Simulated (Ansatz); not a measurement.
Energy needed to pull apart CH3BOS (SMILES OB1CS1), closed shell, into free ground-state atoms, from the structure below (at a frame of a short PBE0-D4/def2-SVP trajectory); no zero-point or spin–orbit terms; open-shell atoms are treated unrestricted, in their ground-state multiplicity.

| atom | x (Å) | y (Å) | z (Å) |
| --- | --- | --- | --- |
| O1 | -1.0654 | 1.1351 | -0.7192 |
| B2 | -0.2862 | 0.2292 | -0.2268 |
| C3 | 0.8314 | -0.2686 | 0.5349 |
| S4 | -0.3546 | -1.5510 | -0.0554 |
| H5 | -1.9271 | 1.1154 | -1.1108 |
| H6 | 1.0494 | -0.2385 | 1.6790 |
| H7 | 1.8173 | -0.2236 | -0.0789 |

Program: Ansatz 0.2.0. Basis: def2-TZVPP. Cores are frozen in the correlated methods.

```csv
method,atomization energy (eV)
PBE-D4,29.50
r2SCAN-D4,28.83
PBE0-D4,?
wB97M-V,28.68
HF,20.18
MP2,28.45
CCSD,?
CCSD(T),27.51
```

What does PBE0-D4 give? (Judge from chemistry; the value comes from the calculation.)

By the calculation: 28.78 eV, which is about 1.27 eV more than CCSD(T)/def2-TZVPP.

What does CCSD give? (Judge from chemistry; the value comes from the calculation.)

The calculation gives: 26.94 eV, which is about 0.56 eV less than CCSD(T)/def2-TZVPP.

In triple zeta the MP2 and coupled-cluster atomization energies are still short of their basis limit by a few kcal/mol a bond, whereas those of the functionals are nearly converged, so these differences are not deviations from converged CCSD(T).

No T1 diagnostic of these runs exceeds 0.014.

For scale, one of the runs: CCSD(T)/def2-TZVPP forces, 177 basis functions, launched by `ansatz run in.yaml --threads 2 --pin off --events-out ev --progress --plain --max-ram 3481MiB`. The run took 3.3 min on 2 CPU threads of an Arm Neoverse V2 (shared host), with 2.9 GiB of host memory at its peak.
